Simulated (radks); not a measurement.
The numbers below are computed, except where a source is named.
Problem. The iodine anion I-, [Xe], held by a Watson sphere: a shell of charge +1 at radius R that stands for the Madelung well of a crystal (potential energy -1/R inside, -1/r outside, in hartree with lengths in bohr). Code: a radial shooting solver on a logarithmic mesh with Libxc functionals. Model: scalar-relativistic Kohn-Sham, LDA (Slater exchange, VWN5 correlation), spin-polarised, spherical densities, finite nucleus; Fermi nuclear charge, rms radius of each element as measured or else 0.836 A^(1/3) + 0.57 fm. Response by self-consistent Sternheimer equations with the Hartree and adiabatic LDA kernel, the relativistic mass of each level held fixed and spin-orbit coupling left out. The sphere does not respond.

| R (bohr) | e(4d) (eV) | e(5s) (eV) | e(5p) (eV) | <r> 5p (bohr) | sum of <r^2> (bohr^2) | X-ray form factor at sin(theta)/lambda = 0.1 1/angstrom | alpha (bohr^3) |
|---|---|---|---|---|---|---|---|
| 2.71 | -49.463 | -17.666 | -7.571 | 2.502 | 69.86 | 49.690 | 38.19 |
| 2.73 | -49.444 | -17.639 | -7.551 | 2.504 | 69.96 | 49.686 | 38.39 |
| 2.74 | -49.435 | -17.626 | -7.542 | 2.506 | 70.00 | 49.684 | 38.49 |
| 4.12 | -48.249 | -16.046 | -6.134 | 2.624 | 75.04 | 49.506 | 53.20 |
| 4.88 | -47.637 | -15.357 | -5.445 | 2.657 | 76.64 | 49.463 | 60.60 |
| 5.83 | -46.966 | -14.648 | -4.729 | 2.680 | 77.85 | 49.438 | 68.01 |

Estimate the row for R = 3.66 bohr.

Solution. e(4d) (eV) -48.639; e(5s) (eV) -16.522; e(5p) (eV) -6.595; <r> 5p (bohr) 2.595; sum of <r^2> (bohr^2) 73.70; X-ray form factor at sin(theta)/lambda = 0.1 1/angstrom 49.547; alpha (bohr^3) 48.28.
